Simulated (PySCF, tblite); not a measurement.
Isomers of [C4H2F2O2]+ (charge +1 and doublet state), one GFN2-xTB conformer each. Single-point energies are computed at B3LYP/pcH-1 (PySCF, gas phase, no added dispersion term), electronic only. GFN2-xTB treats the open shell by occupation alone, and not every SCF solution was tested for stability.

Question: Rank them by B3LYP/pcH-1 energy, lowest first (kJ/mol).
A. `[OH:1][C:2]1=[C:3]([F:4])[CH:5][C+:6]([F:7])[O:8]1` (charge +1 and doublet state) with H–O1–C2–C3 180°
B. `[O:1]=[C:2]([OH:3])/[C+:4]=[C:5]/[CH:6]([F:7])[F:8]` (charge +1 and doublet state) with O1–C2–O3–H 0°

Answer: A (0.0), B (259.0).

As drawn, the higher has two fluorines on one carbon, which the lower lacks. GFN2-xTB itself gives, in the same order: 0.0, 281.4. Both levels put the same isomer lowest.

What happens when harmonic zero-point energies from GFN2-xTB frequencies are added?

```tsv
SMILES	ZPE (kJ/mol)	electronic (kJ/mol)	with ZPE (kJ/mol)
OC1=C(F)[CH][C+](F)O1	146.2	0.0	0.0
O=C(O)/[C+]=[C]/C(F)F	135.2	259.0	248.0
```

The zero-point energies span 11.0 kJ/mol. The order is unchanged.
